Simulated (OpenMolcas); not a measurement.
Ag2+ (d9) in a complex was computed by CASSCF with the d shell active (OpenMolcas, ANO-RCC-VDZP on the metal). Its lowest spin-free states, and all those of the highest spin:

```json
{"2S+1": "2", "Degeneracy": "2", "E (cm-1)": "0.0"}
{"2S+1": "2", "Degeneracy": "3", "E (cm-1)": "2942"}
```

Problem. Is the site octahedral, tetrahedral or cube-like, axial, or of lower symmetry?

Solution. The states with 2S+1 = 2 have orbital degeneracies 2, 3. Threefold states need a cubic site. For d9 at this spin an octahedron puts the twofold E below the threefold T2 and a tetrahedron or cube puts the threefold T2 below the twofold E, so the site is octahedral. The first gap at this spin, 2940 cm-1, is |10Dq| in ligand-field theory. The run had Ag2+ with 6 ligands (sulfide) in octahedral coordination (Oh) at 2.81 Å. A charge of +1.67 e stands 2.6 Å behind each ligand. Ligand basis ANO-RCC-VDZP.

An orbital doublet at a regular site is open to a Jahn-Teller distortion, which this geometry leaves out. The sulfide ions are held by bare point charges, a crude embedding. With metal d orbitals alone the field can be off either way by tens of per cent. Ligand-to-metal charge-transfer states are missing. The distance lies 3 % over the 2.72 Å that this model takes as the normal distance (a Shannon-type radius plus a fixed donor radius); by an R⁻⁵ law this alone changes a d-shell field by about -15 %. No measured value stands beside these numbers; the geometry was imposed, not optimised, and the real ion may take another.
